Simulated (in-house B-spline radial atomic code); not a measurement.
B3LYP (VWN-RPA) excitations of Lu³⁺

Method: B3LYP (VWN-RPA). Computed with a B-spline radial code for spherical atoms: linear response of the closed shell [Xe] 4f14 with the functional's adiabatic kernel; scalar-relativistic (spin-free one-electron X2C), finite nucleus, no spin-orbit coupling, no double excitations, S, P, D and F terms only; shells from n = 3 respond. Only terms of natural parity with L up to 3 were computed.

Spin-orbit coupling is strong here, so these LS terms don't match observed levels.

Command:
```bash
python run_td.py task.json out
```
Settings (radii: box in bohr, nucleus in fm):
```
Z                        71
electrons                68
configuration            [Xe] 4f14
hamiltonian              x2c
method                   b3lyp
box_radius               23.08
rms_radius               5.37
intervals                71
```

Cost of the run: 9.4 s on 1 thread of Arm Neoverse N1, on a shared host.

The lowest states, in the order of their Tamm-Dancoff energies; the method's threshold (minus the highest occupied level) is 38.91 eV. Labels give the largest channel, * marks a mixed state, and oscillator strengths are full-response dipole values. Semilocal kernels can invert the small singlet-triplet splittings of Rydberg terms. Energies in eV:

| state | full response | Tamm-Dancoff | oscillator strength |
| --- | --- | --- | --- |
| 4f → 5d 3P | 11.011 | 11.066 | - |
| 4f → 5d 3F | 11.477 | 11.503 | - |
| 4f → 5d 1F | 11.996 | 12.004 | - |
| 4f → 6s 3F | 12.547 | 12.551 | - |
| 4f → 6s 1F | 12.688 | 12.692 | - |
| 4f → 5d 1P | 13.121 | 13.484 | 0.167 |
| 4f → 6p 3D | ? | ? | - |
| 4f → 6p 1D | 19.165 | 19.176 | - |
| 4f → 7s 3F | ? | ? | - |
| 4f → 7s 1F | 26.650 | 26.651 | - |
| 4f → 6d 3P | 26.849 | 26.858 | - |
| 4f → 6d 3F | 26.943 | 26.948 | - |
| 4f → 6d 1F | 27.043 | 27.044 | - |
| 4f → 6d 1P | 27.192 | 27.229 | 0.00258 |
| 4f → 5f 3S | 28.480 | 28.486 | - |
| 4f → 5f 3D | 28.572 | 28.574 | - |
| 4f → 5f 1D | 28.694 | 28.700 | - |
| 4f → 7p 3D | 28.864 | 28.866 | - |
| 4f → 7p 1D | 28.940 | 28.943 | - |
| 4f → 5f 1S | 29.349 | 29.482 | - |
| 5p → 5d 3P | 31.38 | 31.45 | - |

**Question.** Where does 4f → 7s 3F lie?

**Answer.** At 26.615 eV in full response, 26.616 eV in Tamm-Dancoff.

**Question.** Where does 4f → 6p 3D lie?

**Answer.** At 18.918 eV in full response, 18.923 eV in Tamm-Dancoff.

**Question.** How large is the singlet-triplet splitting of 4f → 5d (F terms) in Tamm-Dancoff?

**Answer.** 0.501 eV, from the unrounded values.

**Question.** What polarisabilities and dispersion coefficient does the method give?

**Answer.** Dipole 4.459 bohr³, quadrupole 8.291 bohr⁵, C6 22.02 hartree·bohr⁶ for two such species.
